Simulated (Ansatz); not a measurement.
F3OTa, triplet, at a GFN2-xTB geometry (such geometries of metal compounds can be far from the true shape) (the multiplicity is a formal guess) (core potentials on Ta); HF/def2-SVP (Ansatz, a quantum-chemistry and plane-wave program).

Input for Ansatz:
Ansatz 0.2 input:
```yaml
crystal:
  periodic: [false, false, false]
  atoms:
    - {symbol: Ta, position_ang: [-0.01066251, 0.04207787, -0.01079469]}
    - {symbol: O, position_ang: [1.56869310, 0.76107597, -0.45743268]}
    - {symbol: F, position_ang: [1.16433961, -1.36758425, 0.39255051]}
    - {symbol: F, position_ang: [-1.40073755, -1.15354263, 0.07044527]}
    - {symbol: F, position_ang: [-1.07151112, 1.50331666, 0.03116803]}
basis:
  gaussian:
    orbitals: def2-SVP
hamiltonian:
  xc: hf
magnetization: {spin_polarized: true, initial_magnetization: 2}
```

The log (banner, timings and long lists left out):

```
Functional definition: HF
823 factors; integrals over basis functions are off by at most 5.6e-4 eV
mean field evaluation 1: about -11676.7465 eV, gradient 3.9e1 eV
mean field evaluation 2: about -11676.8888 eV, gradient 3.9e1 eV
mean field evaluation 4: about -11683.7100 eV, gradient 3.5e0 eV
mean field evaluation 8: about -11684.0104 eV, gradient 8.2e-1 eV
mean field evaluation 16: about -11684.3502 eV, gradient 6.0e-2 eV
mean field evaluation 32: about -11683.9490 eV, gradient 6.0e0 eV
mean field evaluation 64: about -11683.8127 eV, gradient 7.9e-1 eV
mean field evaluation 96: about -11683.4226 eV, gradient 4.8e0 eV
mean field evaluation 128: about -11680.2633 eV, gradient 3.2e1 eV
mean field evaluation 160: about -11684.0237 eV, gradient 7.1e-1 eV
mean field -11684.35145173 eV, -429.3919959133 hartree, gradient 2.6e-5 eV, S^2 2.007585; 3 other end points of the search recorded, 0 dependent functions left out
reference -11684.35145173 eV, -429.3919959133 hartree; 25, 23 occupied and 63, 65 virtual orbitals, 823 factors
Total energy: -11684.35145173 eV, -429.3919959133 hartree
```
